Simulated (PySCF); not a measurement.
## Computed vibrations of Pb2OF2

Pb2OF2 (singlet). PySCF 2.14.0, RKS PBE0, Pb def2-SVP with ECP60, O def2-SVP, F def2-SVP; non-relativistic Hamiltonian with scalar-relativistic core potentials where named; density fitting; no spin-orbit coupling. Central differences of gradients.

```xyz
5

Pb    0.0000    0.0000    2.1854
Pb    0.0000    0.0000   -2.1854
O     0.0000    0.0000    0.0000
F     0.0000    0.0000    4.3546
F     0.0000    0.0000   -4.3546
```

Run from Python with OMP_NUM_THREADS=2. Where DIIS fails, smearing, a level shift and second-order steps follow.
It took 40 s on 2 threads of Arm Neoverse N1 (shared host).

What are the harmonic wavenumbers and infrared intensities?

Modes are labelled in D∞h; negative numbers are unstable modes, those under 60 cm⁻¹ near the noise; a finer grid moves soft modes by up to 10 cm⁻¹.
```tsv
cm⁻¹	km/mol	symmetry
-236	–	πu
-236	–	πu
-132	–	πg
-132	–	πg
-26	–	πu
-26	–	πu
133	0.0	σg+
441	630.1	σu+
469	0.0	σg+
643	622.5	σu+
```

Is this a minimum?

No: 6 unstable; the lowest moves the atoms so:
```
Pb   0.03  0.06  0.00
Pb   0.03  0.06  0.00
O   -0.33 -0.78  0.00
F   -0.14 -0.34  0.00
F   -0.14 -0.34  0.00
```
